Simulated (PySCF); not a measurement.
Consider 3,3-dimethyl-1,4-pentadiene, `C=CC(C)(C)C=C` (C7H12). Atom numbers as in the mapped SMILES `[CH2:1]=[CH:2][C:3]([CH3:4])([CH3:5])[CH:6]=[CH2:7]`.

Energies: ωB97X-D3(BJ)/ma-def2-TZVP (PySCF, density fitting, integration grid level 2) on PBE0-D3(BJ)/ma-def2-SVP structures. The prefix ma- adds one diffuse s and one diffuse p function on all atoms but H. Thermal corrections: GFN2-xTB frequencies, unscaled, ideal gas at 298.15 K and 1 bar, quasi-RRHO entropy. These were taken at the GFN2-xTB minima.

(1) What are the vertical and the adiabatic ionisation energy for forming the radical cation?

(2) Where does the unpaired spin of the relaxed radical cation sit?

(3) What oxidation potential follows in dichloromethane (IEF-PCM), given that Fc+/Fc comes at 4.70 V absolute with this functional and basis?

(4) How far is −ε(HOMO) from the vertical value by ΔSCF?

Answers

(1) 9.54 eV vertical and 8.68 eV adiabatic, the latter with zero-point energy.

(2) C7 (alkene carbon) 0.49, C1 (alkene carbon) 0.48 (intrinsic atomic orbital populations).

(3) In the gas phase ΔG of oxidation is 8.663 eV, and solvation is -9.1 kJ/mol for the parent and -199.8 kJ/mol for the product, so the absolute potential is 6.69 V, or 1.99 V against Fc+/Fc. Fc+/Fc in dichloromethane, 4.70 V, is ωB97X-D3(BJ)/ma-def2-TZVP on PBE0-D3(BJ)/def2-SVP structures with GFN2-xTB thermal terms. Benchmark calculations put it near 5.0 V in acetonitrile and DMSO, so it is about 0.3 V low, and the value against it can read up to that much too high. The solvent is electrostatics only, on gas-phase structures; the absolute scale refers to an electron at rest in vacuum.

(4) −ε(HOMO) = 9.75 eV, which is 0.21 eV above the ΔSCF value.
